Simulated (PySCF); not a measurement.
Molfile (atoms numbered from 1):
```
C5H6S2
     RDKit          3D

 13 13  0  0  0  0  0  0  0  0999 V2000
    2.5961   -0.3076    0.5262 C   0  0  0  0  0  0  0  0  0  0  0  0
    1.7011   -0.1109   -1.0159 S   0  0  0  0  0  0  0  0  0  0  0  0
    0.0578    0.0349   -0.4618 C   0  0  0  0  0  0  0  0  0  0  0  0
   -1.0555    0.0056   -1.2600 C   0  0  0  0  0  0  0  0  0  0  0  0
   -2.2543    0.1975   -0.5330 C   0  0  0  0  0  0  0  0  0  0  0  0
   -2.0454    0.3636    0.8022 C   0  0  0  0  0  0  0  0  0  0  0  0
   -0.3787    0.2988    1.1810 S   0  0  0  0  0  0  0  0  0  0  0  0
    2.2508   -1.1853    1.0737 H   0  0  0  0  0  0  0  0  0  0  0  0
    2.5121    0.5831    1.1505 H   0  0  0  0  0  0  0  0  0  0  0  0
    3.6412   -0.4463    0.2493 H   0  0  0  0  0  0  0  0  0  0  0  0
   -1.0091   -0.1532   -2.3291 H   0  0  0  0  0  0  0  0  0  0  0  0
   -3.2372    0.2008   -0.9855 H   0  0  0  0  0  0  0  0  0  0  0  0
   -2.7721    0.5069    1.5865 H   0  0  0  0  0  0  0  0  0  0  0  0
  1  2  1  0
  2  3  1  0
  3  4  2  0
  4  5  1  0
  5  6  2  0
  6  7  1  0
  7  3  1  0
  1  8  1  0
  1  9  1  0
  1 10  1  0
  4 11  1  0
  5 12  1  0
  6 13  1  0
M  END
```

Geometry: PBE0-D3(BJ)/def2-TZVP; GIAO shifts from PySCF, gas phase, non-relativistic, averaged over equivalent atoms.

At B97-2/pcSseg-2 (350 basis functions, 59 s wall time on 1 thread of an Arm Neoverse V1, shared host):
```csv
atoms,δ (ppm)
C3,152.5
C5,134.2
C6,127.9
C4,126.6
C1,21.1
S7,242.3
S2,37.8
H12,7.22
H13,7.16
H11,6.99
H8/H9/H10,2.52
```

Referencing at the same level of theory: ¹³C (σ = 185.38 ppm) and ¹H (σ = 31.64 ppm) against TMS; ³³S (σ = 517.10 ppm) against CS2.

What do these become at KT3/pcSseg-2?

Results:


| atoms | δ at KT3/pcSseg-2 | change |
| --- | --- | --- |
| C3 | 141.1 | -11.4 |
| C5 | 125.4 | -8.8 |
| C6 | 118.2 | -9.7 |
| C4 | 118.4 | -8.2 |
| C1 | 22.0 | +0.9 |
| S7 | 230.8 | -11.5 |
| S2 | 59.9 | +22.1 |
| H12 | 7.12 | -0.10 |
| H13 | 7.04 | -0.12 |
| H11 | 6.91 | -0.08 |
| H8/H9/H10 | 2.61 | +0.09 |

Shifts are taken against calculated references (same method and geometry level): ¹³C (183.24 ppm) and ¹H (31.63 ppm) vs TMS; CS2 for ³³S (535.12 ppm).

The largest change is at S2 (sulfide sulfur). Cost: 350 basis functions, 80 s wall time on 1 thread of an Arm Neoverse V1, shared host. The order of the carbon signals changes between the two levels.
